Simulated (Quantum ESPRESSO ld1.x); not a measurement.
Results of a calculation; reference values are marked as such.
Q: The aim is neutral aluminium in [Ne] 3s2 3p1. What will ld1.x (Quantum ESPRESSO 7.5) do with this input?

```
 &input
    zed=13.0,
    iswitch=1,
    rel=0,
    dft='BLYP',
    config='[Ne] 3s2 3p1 4d-1',
    verbosity='high',
    prefix='ld1',
    max_out_wfc=37,
    file_charge='ld1.rho',
 /
```

A: Harmless. A negative occupation marks a state as unused; the result equals that of the sound run.

Output (excerpt):

```
     Program LD1 v.7.5 starts

     --------------------------- All-electron run ----------------------------

     atomic number is 13.00
     dft =BLYP   lsd =0 sic =0 latt =0  beta=0.20 tr2=1.0E-14
     Exchange-correlation= BLYP
                           (   1   3   1   3   0   0   0)
     mesh =1773 r(mesh) = 100.58978 a.u. xmin = -7.00 dx = 0.00800
     1 Ry =  13.60569312 eV

     n l     nl                  e(Ry)          e(Ha)          e(eV)
     1 0     1S 1( 2.00)    -110.897521045     -55.448760523  -1508.8376394
     2 0     2S 1( 2.00)      -7.900295787      -3.950147894   -107.4890001
     2 1     2P 1( 6.00)      -5.119330413      -2.559665206    -69.6520386
     3 0     3S 1( 2.00)      -0.559101028      -0.279550514     -7.6069570
     3 1     3P 1( 1.00)      -0.188946500      -0.094473250     -2.5707481

     final scf error:  5.2E-15 reached in  31 iterations

     Etot =    -484.750934 Ry,    -242.375467 Ha,   -6595.372444 eV

     Ekin =     484.006547 Ry,     242.003273 Ha,    6585.244543 eV
     Encl =   -1157.383841 Ry,    -578.691921 Ha,  -15747.009367 eV
     Eh   =     225.712770 Ry,     112.856385 Ha,    3070.978689 eV
     Exc  =     -37.086410 Ry,     -18.543205 Ha,    -504.586309 eV
```

Run on one thread of a shared host, so times are rough (Intel(R) Xeon(R) Processor @ 2.60GHz): 0.5 s of CPU time, 0.84 s wall, 31 iterations on 1773 mesh points.
